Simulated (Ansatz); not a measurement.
`[F][SnH]([Cl])[SeH]` + H₂ → `[Cl][SnH2][SeH]` + H–F at 700 K and 1 bar (hydrogenolysis of the Sn–F bond).

Calculated with Ansatz (gas phase, PBE0-D4/def2-TZVP geometries, no zero-point term in ΔE). CBS: MP2 limit from def2 TZ/QZ plus the TZ coupled-cluster correction, frozen cores. This one scheme is used for every species. Elements past krypton have def2 core potentials. For Se, Sn outer-core shells are correlated without core-valence functions, which leaves a few kJ/mol of doubt a bond. Scalar relativity is left out up to krypton. Each species was taken in one conformer, which may not be the lowest.

| species | CCSD(T)/CBS energy (Eh) | H − E (kJ/mol) | S (J/(mol·K)) |
| --- | --- | --- | --- |
| `[F][SnH]([Cl])[SeH]` | -3175.60804 | 111.9 | 465.3 |
| H₂ | -1.17544 | 46.8 | 155.3 |
| `[Cl][SnH2][SeH]` | -3076.37402 | 118.7 | 432.0 |
| H–F | -100.39570 | 45.2 | 198.5 |

H − E and S are ideal-gas, rigid-rotor, harmonic terms from PBE0-D4/def2-TZVP, for one conformer and one mirror image of each species. For small species the MP2-based limit differs from directly extrapolated CCSD(T) by up to some mEh (0.8 for H₂); such offsets cancel only in part. 1 Eh = 2625.50 kJ/mol, R = 8.31446 J/(mol·K).

Q: By hand: ΔE, ΔH, ΔS and ΔG.

A: ΔE = (-3076.37402) + (-100.39570) − (-3175.60804) − (-1.17544) = 0.01376 Eh = 36.1 kJ/mol. Δ(H − E) = 118.7 + 45.2 − 111.9 − 46.8 = 5.2, so ΔH = 41.3 kJ/mol. ΔS = 432.0 + 198.5 − 465.3 − 155.3 = 9.9 J/(mol·K). ΔG = 41.3 − 700 × (9.9)/1000 = 34.4 kJ/mol.

Q: By hand: the equilibrium constant, and the temperature at which ΔG would vanish if ΔH and ΔS stayed fixed.

A: log₁₀ K = −ΔG/(RT ln 10) = -2.6. ΔG = 0 at ΔH/ΔS = 4172 K, far beyond where these terms or the molecules hold.

The number of gas molecules stays the same, so ΔS is small and ΔH decides. A doubt of 5 kJ/mol in ΔE shifts log₁₀ K by 0.4 here. Other conformers and mirror images would add mixing entropy, several J/(mol·K) or more a flexible species. These are equilibria of isolated gas molecules and say nothing of rates. Largest T1 diagnostic: 0.012 (customary marks: 0.02 for closed shells, 0.045 for open ones).
